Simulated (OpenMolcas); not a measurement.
## Cr3+: the spin-orbit constant, Racah parameters, worked from levels

```json
{"Program": "OpenMolcas 26.06", "Basis": "ANO-RCC-VQZP [7s6p4d3f2g1h]", "Scalar Hamiltonian": "DKH2, point nucleus", "Active space": "3 electrons in 10 orbitals (3d 4d)", "State averaging": "2S+1 = 4 even, 10 roots; 2S+1 = 2 even, 40 roots", "Spin-orbit coupling": "state interaction with AMFI integrals over the reference wave functions, term energies averaged over their components"}
```

Methods: CASSCF; MS-CASPT2, IPEA 0.25 Eh, imaginary shift 0.1 Eh (closed shells correlated: 3s 3p). Measured levels: Sugar and Corliss, J. Phys. Chem. Ref. Data 6, 317 (1977).

**The spin-orbit constant.** For the Hund term ⁴F of d3, E(J) = (A/2) J(J+1) + constant and ζ = 2S·A = 3A. From J = 3/2 to J = 9/2 the energy changes by 10.5 A.

```csv
Source,E(9/2) - E(3/2),A,ζ
CASSCF,1016.0,96.8,290
MS-CASPT2,1016.9,96.8,291
measured,945.6,90.1,270
```

All in cm-1. MS-CASPT2 is off by +7.5 % and CASSCF by +7.4 %. Both methods take the spin-orbit matrix elements from the reference wave functions, so the second can move ζ only through the term energies and any multistate remixing. Second-order mixing with other terms is absorbed into this ζ.

**Racah parameters.** Above ⁴F, d3 has ⁴P at 15B, ²G at 4B + 3C and ²H at 9B + 3C. The first two fix B and C, and the third tests them; where it misses by thousands of cm-1, two parameters do not describe the configuration (Trees and configuration-interaction terms are left out) and B and C hang on the terms chosen. Term energies are centres of gravity, weighted by 2J + 1.

```json
{"Source": "CASSCF", "⁴P": "17031", "²G": "17149", "B": "1135", "C": "4202", "C/B": "3.70", "²H from B, C": "22821", "²H found": "22759"}
{"Source": "MS-CASPT2", "⁴P": "14076", "²G": "14495", "B": "938", "C": "3580", "C/B": "3.82", "²H from B, C": "19182", "²H found": "20654"}
{"Source": "measured", "⁴P": "13758", "²G": "14699", "B": "917", "C": "3677", "C/B": "4.01", "²H from B, C": "19284", "²H found": "20658"}
```

Energies in cm-1. From CASSCF to MS-CASPT2, B changes by -17.4 % and C by -14.8 %. Against the measured terms, MS-CASPT2 has B off by +2.3 % and C by -2.6 %.

Term energies are means over components that CASPT2 splits; among the terms shown or strongly mixed into the levels shown the widest spread is 780 cm-1 (3d³ ⁴F, MS-CASPT2). Active for correlation alone: 4d; no level in the range computed is led by a configuration that fills it, so any true level of that kind is missing. Without dynamic correlation excited terms often stand tens of per cent too high (terms of higher spin than the ground term too low), and those without a measured partner can miss by more than the paired ones (holds for CASSCF). Computed and measured levels are paired by configuration, term and J; levels that our copy of the source lacks, or whose pairing is in doubt (as where it misses far off the trend of its configuration), stay unpaired and out of the deviations. Levels of configurations outside the active space are missing.
